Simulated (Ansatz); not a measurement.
Gas-phase reaction in SMILES: CB(C)F [fluoro(dimethyl)borane] → [CH2-]B(C)F + H+
Geometries: B3LYP-D3(BJ)/def2-TZVP minima from Ansatz (a program for electronic structure), one conformer each, not searched for the lowest.

Quantity: gas-phase deprotonation energy (electronic energy difference), in eV. Cores are frozen in the correlated levels unless marked. Spin-orbit coupling is left out. No relativistic terms. Anions need diffuse functions: aug- sets have them; def2-D sets add few; the other sets have none. Basis-set limits of correlation are two-point, X^-3; Hartree-Fock from the larger set. [CCSD(T)-MP2]/basis is that difference in the basis named.

```json
[
 {"level": "revPBE/def2-TZVPD", "program": "Ansatz", "gas-phase deprotonation energy (eV)": "16.47", "minus last row": "0.00"},
 {"level": "r2SCAN/def2-TZVPD", "program": "Ansatz", "gas-phase deprotonation energy (eV)": "16.52", "minus last row": "0.05"},
 {"level": "PBE0/def2-TZVPD", "program": "Ansatz", "gas-phase deprotonation energy (eV)": "16.54", "minus last row": "0.07"},
 {"level": "PBE0/def2-QZVPP", "program": "Ansatz", "gas-phase deprotonation energy (eV)": "16.57", "minus last row": "0.10"},
 {"level": "r2SCAN0-D4/def2-TZVPD", "program": "Ansatz + dftd4", "gas-phase deprotonation energy (eV)": "16.60", "minus last row": "0.13"},
 {"level": "RPA@PBE/cc-pVTZ", "program": "Ansatz", "gas-phase deprotonation energy (eV)": "16.87", "minus last row": "0.40"},
 {"level": "MP2/6-31G", "program": "Ansatz", "gas-phase deprotonation energy (eV)": "16.93", "minus last row": "0.46"},
 {"level": "MP2/cc-pVDZ", "program": "Ansatz", "gas-phase deprotonation energy (eV)": "16.92", "minus last row": "0.45"},
 {"level": "RI-MP2/cc-pVQZ", "program": "Ansatz", "gas-phase deprotonation energy (eV)": "16.52", "minus last row": "0.05"},
 {"level": "CCSD/6-31G", "program": "Ansatz", "gas-phase deprotonation energy (eV)": "16.96", "minus last row": "0.49"},
 {"level": "CCSD/6-31G*", "program": "Ansatz", "gas-phase deprotonation energy (eV)": "17.29", "minus last row": "0.82"},
 {"level": "CCSD/aug-cc-pVDZ", "program": "Ansatz", "gas-phase deprotonation energy (eV)": "16.44", "minus last row": "-0.03"},
 {"level": "CCSD(T)/STO-3G", "program": "Ansatz", "gas-phase deprotonation energy (eV)": "21.44", "minus last row": "4.97"},
 {"level": "CCSD(T)/cc-pVDZ", "program": "Ansatz", "gas-phase deprotonation energy (eV)": "16.98", "minus last row": "0.51"},
 {"level": "RI-MP2/CBS(aug-cc-pVTZ,aug-cc-pVQZ)+[CCSD(T)-MP2]/aug-cc-pVTZ", "program": "Ansatz", "gas-phase deprotonation energy (eV)": "16.47", "minus last row": "0.00"}
]
```
